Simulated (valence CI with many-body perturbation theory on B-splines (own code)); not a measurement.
Values are calculated unless marked as measured or tabulated.
**Au57+: what the settings do**

Method: configuration interaction combined with many-body perturbation theory (CI+MBPT): four valence electrons over a frozen Dirac-Fock core [Ar], radial functions for each j: 6 s, 6 p, 5 d, 5 f, 1 g, with the one-electron correlation potential Σ1, the two-electron term Σ2, the three-electron term Σ3, Breit, model QED; selected CI, second order for the rest, scaled by the run's own slope (own B-spline code, finite nucleus).

The last digits are not significant, and no measured levels were compared; by estimate large intervals hold to a few tenths of a per cent, small ones and those within an open d or f shell to about a per cent. The list stops below the first excitations out of the core. Only levels of the ground parity were solved; by the run's estimate the other parity begins above the list, which can be wrong where configurations are misplaced.

The reference run has the lowest level (3d3/2^4) J=0 and an ionisation energy of 5847.10 eV. Its largest variational space holds 7840 state functions.

Levels are named by their leading jj configuration (3d3/2^4 stands for four electrons in 3d with j = 3/2), which in mixed levels can hold well under half, so a name can repeat and another be missing. Letters in brackets count levels of one name in rising energy.

Changed runs:
A. three-electron term on → off; cutoff of virtual states (hartree) 12482 → 207000
B. highest l with Σ1, explicit Σ2 and valence Breit (higher l get mean screening factors) 3 → 2; shift of the energy in Σ1 (hartree) 0 → -31.008
C. screening of Σ1 on → off
D. Davidson iteration limit 60 → 3 (bad on purpose)

Excitation energies of the reference run in cm⁻¹, and shifts in cm⁻¹:

```tsv
Level	Reference	A	B	C	D
(3d3/2^3 3d5/2) J=1	724414	-1279	-449918	+265	0
(3d3/2^3 3d5/2) J=4	826501	+149	-449885	+266	0
(3d3/2^3 3d5/2) J=2	860542	-1453	-476944	+273	0
(3d3/2^3 3d5/2) J=3	888678	-568	-469081	+272	0
(3d3/2^2 3d5/2^2) J=0 [a]	1524670	+24	-892757	+530	0
(3d3/2^2 3d5/2^2) J=2 [a]	1524880	-2051	-870161	+525	0
(3d3/2^2 3d5/2^2) J=4 [a]	1548020	-1091	-899537	+531	0
(3d3/2^2 3d5/2^2) J=3 [a]	1566990	-1178	-894970	+532	0
(3d3/2^2 3d5/2^2) J=5	1595260	-741	-892997	+529	0
(3d3/2^2 3d5/2^2) J=6	1618760	-327	-895389	+530	0
(3d3/2^2 3d5/2^2) J=1	1647340	-1489	-905681	+536	0
(3d3/2^2 3d5/2^2) J=3 [b]	1668800	-790	-885891	+530	0
Ionisation energy (eV)	5847.10	-0.19	-63.95	-0.041	0
```

Run D: The Davidson iterations stopped at their limit.
